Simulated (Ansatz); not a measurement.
Reaction (isomerisation): `N[SiH](O)[SiH2]F` → `N[SiH](F)[SiH2]O`

Calculated with Ansatz (gas phase, PBE0-D4/def2-TZVP geometries, no zero-point term in ΔE). CCSD(T)/CBS adds triple-zeta CCSD(T) − MP2 to the extrapolated MP2 energy (def2 sets, frozen cores). Functionals use def2-TZVPP. One conformer a species, not always the lowest.

| species | PBE energy (Eh) |
| --- | --- |
| `N[SiH](O)[SiH2]F` | -812.12726 |
| `N[SiH](F)[SiH2]O` | -812.12932 |

**Question.** Work out ΔE.

**Answer.** ΔE = (-812.12932) − (-812.12726) = -0.00206 Eh = -5.4 kJ/mol. CCSD(T)/CBS gives -4.9 kJ/mol.

Largest T1 diagnostic among the species: 0.012.
